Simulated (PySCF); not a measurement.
SiClFI2, SMILES F[Si](Cl)(I)I.

The structure is a stationary point at B3LYP-D3(BJ)/def2-SVP. The def2 effective core potentials stand for the cores of I; spin–orbit coupling is left out.

The numbers are results of B3LYP/def2-TZVP (PySCF), not measurements.

Symmetry labels are those of the subgroup Cs that the program uses (full group Cs).

### Question
List the valence orbital energies around the gap with their symmetry. (The exact figures need the calculation; the answer reports its results.)

### Answer

```csv
orbital,symmetry,energy (eV)
HOMO−7,A',-10.81
HOMO−6,A",-10.51
HOMO−5,A',-9.88
HOMO−4,A",-9.25
HOMO−3,A',-8.43
HOMO−2,A',-8.22
HOMO−1,A",-7.94
HOMO,A",-7.75
LUMO,A',-2.29
LUMO+1,A',-0.34
LUMO+2,A",-0.21
LUMO+3,A',0.08
```
